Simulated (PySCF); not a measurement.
PySCF job for Si(CCH)2(F)(H) (C₄H₃FSi), SMILES C#C[SiH](F)C#C, TDA-M06-2X/def2-SVPD. The structure is a stationary point at ωB97X-D3(BJ)/def2-SVP. This is a generated structure with no PubChem entry under its InChIKey; it may be hypothetical.

```python
import numpy as np
from pyscf import gto, scf, dft, tdscf

mol = gto.M(
    atom='''
    Si    0.41265444    0.47029724   -0.00000000
    F    -0.52467859    1.79549861   -0.00000001
    C     0.03234652   -0.51179124   -1.49531214
    C    -0.20315474   -1.16776916   -2.48903284
    C     0.03234652   -0.51179123    1.49531215
    C    -0.20315475   -1.16776915    2.48903285
    H     1.82337691    0.91189725   -0.00000000
    H    -0.41436653   -1.75041065   -3.37068927
    H    -0.41436652   -1.75041064    3.37068929
    ''',
    basis='def2-SVPD',
    charge=0,
    spin=0,
    symmetry=True,
    max_memory=1600,
    verbose=4,
)
mf = dft.RKS(mol, xc='m06-2x').density_fit(auxbasis='def2-universal-jkfit')
mf.grids.level = 4
mf.conv_tol = 1e-9
mf.max_cycle = 100
mf.kernel()
mf.grids = dft.Grids(mol).set(level=2).build(with_non0tab=True)  # coarser grid for the response kernel
td = tdscf.TDA(mf)
td.singlet = True
td.nstates = 10
td.conv_tol = 1e-4
td.positive_eig_threshold = 1e-6
td.kernel(x0=td.get_init_guess(mf, 15))
td.analyze()
tt = tdscf.TDA(mf)
tt.singlet = False
tt.nstates = 4
tt.conv_tol = 1e-4
tt.positive_eig_threshold = 1e-6
tt.kernel(x0=tt.get_init_guess(mf, 9))
tt.analyze(verbose=3)
```

It prints:

```
PySCF version 2.14.0

[INPUT] verbose = 4
[INPUT] num. atoms = 9
[INPUT] num. electrons = 50
[INPUT] charge = 0
[INPUT] spin (= nelec alpha-beta = 2S) = 0
[INPUT] symmetry True subgroup None
[INPUT] Mole.unit = angstrom
[INPUT] Symbol           X                Y                Z      unit          X                Y                Z       unit  Magmom
[INPUT]  1 Si     0.412654440000   0.470297240000   0.000000000000 AA    0.779803875686   0.888732980739   0.000000000000 Bohr   0.0
[INPUT]  2 F     -0.524678590000   1.795498610000  -0.000000010000 AA   -0.991498838523   3.393000629937  -0.000000018897 Bohr   0.0
[INPUT]  3 C      0.032346520000  -0.511791240000  -1.495312140000 AA    0.061126063883  -0.967145276552  -2.825730415337 Bohr   0.0
[INPUT]  4 C     -0.203154740000  -1.167769160000  -2.489032840000 AA   -0.383906819507  -2.206763889113  -4.703590382648 Bohr   0.0
[INPUT]  5 C      0.032346520000  -0.511791230000   1.495312150000 AA    0.061126063883  -0.967145257654   2.825730434235 Bohr   0.0
[INPUT]  6 C     -0.203154750000  -1.167769150000   2.489032850000 AA   -0.383906838404  -2.206763870216   4.703590401546 Bohr   0.0
[INPUT]  7 H      1.823376910000   0.911897250000   0.000000000000 AA    3.445682981756   1.723236056244   0.000000000000 Bohr   0.0
[INPUT]  8 H     -0.414366530000  -1.750410650000  -3.370689270000 AA   -0.783039256886  -3.307796734022  -6.369679571310 Bohr   0.0
[INPUT]  9 H     -0.414366520000  -1.750410640000   3.370689290000 AA   -0.783039237989  -3.307796715125   6.369679609105 Bohr   0.0

nuclear repulsion = 232.734448695503
point group symmetry = Cs
symmetry origin: [3.77945233e-10 4.91328787e-09 1.88972594e-09]
symmetry axis x: [ 1.00000000e+00 -7.75143571e-11  7.57003564e-10]
symmetry axis y: [7.75143568e-11 1.00000000e+00 3.76745050e-10]
symmetry axis z: [-7.57003564e-10 -3.76744725e-10  1.00000000e+00]
num. orbitals of irrep A' = 87
num. orbitals of irrep A" = 64
number of shells = 63
number of NR pGTOs = 225
number of NR cGTOs = 151
basis = def2-SVPD
ecp = {}


[settings echo left out]
init E= -543.693449738003
HOMO (A") = -0.333337662791635  LUMO (A') = -0.0751064007927833  gap/eV = 7.02683
cycle= 1 E= -543.051354574474  delta_E= 0.642  |g|= 0.543  |ddm|= 8.72
HOMO (A") = -0.333786512018095  LUMO (A') = -0.011748018703706  gap/eV = 8.76311
cycle= 2 E= -543.059922776299  delta_E= -0.00857  |g|= 0.568  |ddm|= 1.73
HOMO (A") = -0.357015694065971  LUMO (A') = -0.0185070315705951  gap/eV = 9.21129
cycle= 3 E= -543.116425607401  delta_E= -0.0565  |g|= 0.083  |ddm|= 0.693
HOMO (A") = -0.361969734118898  LUMO (A') = -0.0149933402253772  gap/eV = 9.44171
cycle= 4 E= -543.117499113612  delta_E= -0.00107  |g|= 0.0462  |ddm|= 0.186
HOMO (A") = -0.360287434964043  LUMO (A') = -0.0148512230510018  gap/eV = 9.39980
cycle= 5 E= -543.117987939557  delta_E= -0.000489  |g|= 0.0178  |ddm|= 0.0796
HOMO (A") = -0.358852520957401  LUMO (A') = -0.0142417679786249  gap/eV = 9.37734
cycle= 6 E= -543.118062583367  delta_E= -7.46e-05  |g|= 0.00227  |ddm|= 0.0326
HOMO (A") = -0.359344534578  LUMO (A') = -0.0145107923716972  gap/eV = 9.38340
cycle= 7 E= -543.118064023757  delta_E= -1.44e-06  |g|= 0.000295  |ddm|= 0.00434
HOMO (A") = -0.359269855041492  LUMO (A') = -0.0144473547854309  gap/eV = 9.38310
cycle= 8 E= -543.118064059403  delta_E= -3.56e-08  |g|= 9.52e-05  |ddm|= 0.0012
HOMO (A") = -0.359277995834174  LUMO (A') = -0.0144567013624832  gap/eV = 9.38307
cycle= 9 E= -543.118064063179  delta_E= -3.78e-09  |g|= 1.23e-05  |ddm|= 0.00037
HOMO (A") = -0.359277933585705  LUMO (A') = -0.0144562661052086  gap/eV = 9.38308
cycle= 10 E= -543.118064063331  delta_E= -1.53e-10  |g|= 3.33e-06  |ddm|= 5.04e-05
HOMO (A") = -0.359277737448235  LUMO (A') = -0.0144561919641637  gap/eV = 9.38307
Extra cycle  E= -543.118064063342  delta_E= -1.06e-11  |g|= 1.74e-06  |ddm|= 8.89e-06
converged SCF energy = -543.118064063342
tot grids = 84480
Overwritten attributes  positive_eig_threshold  of <class 'pyscf.tdscf.rks.TDA'>


******** <class 'pyscf.tdscf.rks.TDA'> for <class 'pyscf.df.df_jk.DFSymAdaptedRKS'> ********
nstates = 10 singlet
deg_eia_thresh = 1.000e-03
wfnsym = None
conv_tol = 0.0001
eigh lindep = 1e-12
eigh level_shift = 0
eigh max_cycle = 100


Excitation energies (eV)
[5.43821721 5.54239851 6.3054824  6.36577491 6.48714535 6.5444331
 8.06127209 8.06560485 8.20347616 8.25416136]

** Singlet excitation energies and oscillator strengths **
Excited State   1:   A"      5.43822 eV    227.99 nm  f=0.0002
      22 -> 29        0.19663
      23 -> 31       -0.23263
      24 -> 26       -0.28958
      24 -> 27       -0.24382
      25 -> 26       -0.42418
      25 -> 27        0.19515
Excited State   2:   A'      5.54240 eV    223.70 nm  f=0.0003
      22 -> 26       -0.17095
      22 -> 27        0.25503
      23 -> 26       -0.45333
      23 -> 27       -0.15745
      24 -> 29       -0.14881
      24 -> 31       -0.18642
      25 -> 29        0.18180
      25 -> 31       -0.21762
Excited State   3:   A"      6.30548 eV    196.63 nm  f=0.0051
      22 -> 31        0.14711
      23 -> 29       -0.20826
      24 -> 26       -0.36177
      24 -> 27       -0.32469
      25 -> 26        0.35170
      25 -> 27       -0.22185
Excited State   4:   A"      6.36577 eV    194.77 nm  f=0.0005
      22 -> 29       -0.24271
      23 -> 29        0.10392
      23 -> 31       -0.10730
      24 -> 26       -0.29717
      24 -> 27        0.31894
      25 -> 26       -0.23717
      25 -> 27       -0.38884
Excited State   5:   A'      6.48715 eV    191.12 nm  f=0.0025
      22 -> 26       -0.18482
      22 -> 27        0.38399
      23 -> 26        0.39195
      24 -> 29       -0.11630
      24 -> 31        0.14464
      25 -> 29        0.31588
Excited State   6:   A'      6.54443 eV    189.45 nm  f=0.0003
      22 -> 26        0.41624
      22 -> 27        0.17337
      23 -> 26        0.10423
      23 -> 27       -0.39044
      24 -> 29       -0.26423
      25 -> 31        0.18271
Excited State   7:   A'      8.06127 eV    153.80 nm  f=0.0114
      21 -> 26       -0.40973
      22 -> 27       -0.20503
      23 -> 26        0.24454
      24 -> 31       -0.24495
      25 -> 29        0.14980
      25 -> 31       -0.29468
Excited State   8:   A"      8.06560 eV    153.72 nm  f=0.1501
      22 -> 29       -0.10575
      23 -> 29       -0.40536
      24 -> 26       -0.22332
      24 -> 27        0.31942
      25 -> 27        0.33125
      25 -> 28       -0.11686
Excited State   9:   A'      8.20348 eV    151.14 nm  f=0.0243
      21 -> 26        0.12048
      22 -> 26       -0.25864
      23 -> 27       -0.44408
      23 -> 28        0.20814
      24 -> 29        0.32923
      25 -> 31        0.15338
Excited State  10:   A"      8.25416 eV    150.21 nm  f=0.0166
      22 -> 29        0.22482
      22 -> 30        0.14043
      22 -> 31       -0.13116
      24 -> 26       -0.13870
      24 -> 27        0.16904
      25 -> 26        0.15233
      25 -> 28        0.55741

** Transition electric dipole moments (AU) **
state          X           Y           Z        Dip. S.      Osc.
  1         0.0000      0.0000     -0.0337      0.0011      0.0002
  2         0.0090      0.0457     -0.0000      0.0022      0.0003
  3        -0.0000     -0.0000      0.1823      0.0332      0.0051
  4         0.0000     -0.0000     -0.0557      0.0031      0.0005
  5        -0.0138     -0.1236      0.0000      0.0155      0.0025
  6        -0.0418     -0.0044     -0.0000      0.0018      0.0003
  7        -0.0728     -0.2294     -0.0000      0.0579      0.0114
  8         0.0000      0.0000      0.8714      0.7594      0.1501
  9         0.0611     -0.3420     -0.0000      0.1207      0.0243
 10        -0.0000     -0.0000      0.2863      0.0820      0.0166

** Transition velocity dipole moments (imaginary part, AU) **
state          X           Y           Z        Dip. S.      Osc.
  1        -0.0000      0.0000     -0.0038      0.0000      0.0000
  2        -0.0016      0.0095     -0.0000      0.0001      0.0003
  3        -0.0000     -0.0000      0.0206      0.0004      0.0012
  4        -0.0000     -0.0000     -0.0139      0.0002      0.0006
  5         0.0012     -0.0291     -0.0000      0.0009      0.0024
  6        -0.0114     -0.0017     -0.0000      0.0001      0.0004
  7         0.0207     -0.0548     -0.0000      0.0034      0.0077
  8        -0.0000      0.0000      0.1585      0.0251      0.0565
  9         0.0555     -0.0426      0.0000      0.0049      0.0108
 10        -0.0000     -0.0000      0.0152      0.0002      0.0005

** Transition magnetic dipole moments (imaginary part, AU) **
state          X           Y           Z
  1        -0.0115     -0.1220     -0.0000
  2         0.0000      0.0000     -0.2236
  3         0.0333      0.0725     -0.0000
  4         0.0445     -0.0538      0.0000
  5         0.0000     -0.0000      0.1820
  6        -0.0000     -0.0000      0.0690
  7         0.0000      0.0000      0.6556
  8         0.5084     -0.7391      0.0000
  9        -0.0000      0.0000     -0.3625
 10        -1.2814      0.2517      0.0000


******** <class 'pyscf.tdscf.rks.TDA'> for <class 'pyscf.df.df_jk.DFSymAdaptedRKS'> ********
nstates = 4 triplet
deg_eia_thresh = 1.000e-03
wfnsym = None
conv_tol = 0.0001
eigh lindep = 1e-12
eigh level_shift = 0
eigh max_cycle = 100


Excitation energies (eV)
[4.98969675 5.09286245 5.40521176 5.50902927]

** Triplet excitation energies and oscillator strengths **
Excited State   1:   A"      4.98970 eV    248.48 nm  f=0.0000
Excited State   2:   A'      5.09286 eV    243.45 nm  f=0.0000
Excited State   3:   A"      5.40521 eV    229.38 nm  f=0.0000
Excited State   4:   A'      5.50903 eV    225.06 nm  f=0.0000
```

The run converged.
